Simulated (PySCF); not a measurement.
C₃H₅FSi, SMILES C#CC[SiH2]F, B3LYP/def2-SVP optimised geometry.

```
10

C      1.94    -0.91     0.00
C      0.73    -0.98     0.00
C     -0.73    -0.98     0.00
Si    -1.38     0.79     0.00
F     -3.01     0.72     0.02
H      3.01    -0.88     0.00
H     -1.13    -1.51     0.89
H     -1.12    -1.51    -0.89
H     -0.93     1.51     1.22
H     -0.96     1.50    -1.24
```

Density from B3LYP/def2-TZVP in PySCF at that geometry.

Minimum of the electron density along straight lines between bonded atoms, close to the bond critical point (lines longer than 1.1 times the sum of covalent radii, or with two minima, are not listed):

| bond | length / Å | ρ at the minimum / e bohr⁻³ | ∇²ρ there / e bohr⁻⁵ | position (fraction from the first atom) |
|---|---|---|---|---|
| C1–C2 | 1.213 | 0.410 | -1.15 | 0.48 |
| C2–C3 | 1.457 | 0.269 | -0.72 | 0.53 |
| C3–Si4 | 1.893 | 0.121 | 0.13 | 0.61 |
| Si4–F5 | 1.632 | 0.128 | 0.85 | 0.42 |
| C1–H6 | 1.074 | 0.285 | -1.04 | 0.66 |
| C3–H7 | 1.105 | 0.268 | -0.89 | 0.64 |
| C3–H8 | 1.105 | 0.268 | -0.89 | 0.64 |
| Si4–H9 | 1.485 | 0.126 | 0.12 | 0.49 |
| Si4–H10 | 1.485 | 0.126 | 0.12 | 0.49 |
